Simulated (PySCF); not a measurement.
## How methods differ on the ionisation energy of He+

He+ 1s1 (2S) → He(2+) (bare nucleus), as a difference of total energies. Calculation: PySCF 2.14, in x2c-QZVPPall with one added diffuse shell each of s, p, d type (5s4p3d1f, 39 functions); scalar relativity by spin-free X2C-1e. The calculations carry no spin-orbit coupling.

| method | ionisation energy (eV) | difference from reference (eV) |
| --- | --- | --- |
| UHF | 54.421 | +0.003 |
| LDA | 52.836 | -1.582 |
| PBE | 54.253 | -0.165 |
| PBE0 | 54.333 | -0.085 |
| r2SCAN | 54.426 | +0.008 |
| LC-wPBE | 54.406 | -0.012 |
| TPSS | 54.428 | +0.010 |
| BLYP | 54.291 | -0.127 |
| HSE06 | 54.351 | -0.067 |

Reference: 54.418 eV (theoretical estimate listed by NIST; NIST Atomic Spectra Database, ionization energies).
